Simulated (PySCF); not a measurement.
Sb(H)2(Me) (CH5Sb), SMILES [CH3][SbH2]. Geometry: PBE0-D3(BJ)/def2-TZVP. The def2 effective core potentials stand for the cores of Sb; spin–orbit coupling is left out.

Calculation: PBE0-D3(BJ)/def2-TZVP (PySCF).

Harmonic wavenumbers (cm⁻¹): 151, 515, 552, 578, 834, 837, 857, 1234, 1456, 1458, 1951, 1956, 3073, 3166, 3185. Rotational constants (GHz): 56.12, 7.035, 7.017; symmetry number 1.

**Question.** Work out the zero-point energy and the ideal-gas rigid-rotor harmonic-oscillator thermochemistry at 298.15 K and 1 atm.

**Answer.** ZPE = ½ Σ hcν = ½ × 21803 cm⁻¹ = 130.41 kJ/mol. H − E(el) = 144.12 kJ/mol. Entropy in J/(mol K): translation 170.27, rotation 93.21, vibration 20.53, total 284.01. G − E(el) = 59.45 kJ/mol. Cp = 64.51 J/(mol K).
